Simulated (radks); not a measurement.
Initial-state core-level shifts of neutral zirconium when its valence configuration changes from [Kr] 4d2 5s2. Calculated with a radial shooting solver on a logarithmic mesh with Libxc functionals: Dirac Kohn-Sham, PBE, spin-unpolarised, spherical densities, finite nucleus; open shells fill j = l - 1/2 first; Fermi nuclear charge, rms radius 4.2694 fm. Shifts are changes of the shell-averaged eigenvalues in eV (positive: less bound); the change of the density at the nucleus, which sets a Mossbauer isomer shift, is in e/bohr^3, on a base of 7.475e+04.

[
 {"valence": "4d3 5s1", "1s": "+2.103", "2s": "+2.289", "2p": "+2.276", "3s": "+2.251", "density at nucleus": "-10.969"},
 {"valence": "4d2.5 5s1 5p0.5", "1s": "+0.555", "2s": "+0.670", "2p": "+0.663", "3s": "+0.642", "density at nucleus": "-9.771"},
 {"valence": "5s2 5p2", "1s": "-8.546", "2s": "-9.107", "2p": "-9.064", "3s": "-8.901", "density at nucleus": "+12.073"},
 {"valence": "4d2 5s1 5p1", "1s": "-1.194", "2s": "-1.171", "2p": "-1.171", "3s": "-1.180", "density at nucleus": "-8.286"},
 {"valence": "4d1.5 5s2 5p0.5", "1s": "-1.939", "2s": "-2.046", "2p": "-2.038", "3s": "-2.017", "density at nucleus": "+2.557"},
 {"valence": "4d0.5 5s1.5 5p2", "1s": "-6.798", "2s": "-7.186", "2p": "-7.155", "3s": "-7.055", "density at nucleus": "+3.358"},
 {"valence": "4d1 5s2 5p1", "1s": "-4.024", "2s": "-4.261", "2p": "-4.243", "3s": "-4.188", "density at nucleus": "+5.435"},
 {"valence": "4d4", "1s": "+3.476", "2s": "+3.800", "2p": "+3.776", "3s": "+3.747", "density at nucleus": "-19.508"},
 {"valence": "4d1 5s1 5p2", "1s": "-5.169", "2s": "-5.399", "2p": "-5.379", "3s": "-5.330", "density at nucleus": "-4.443"}
]
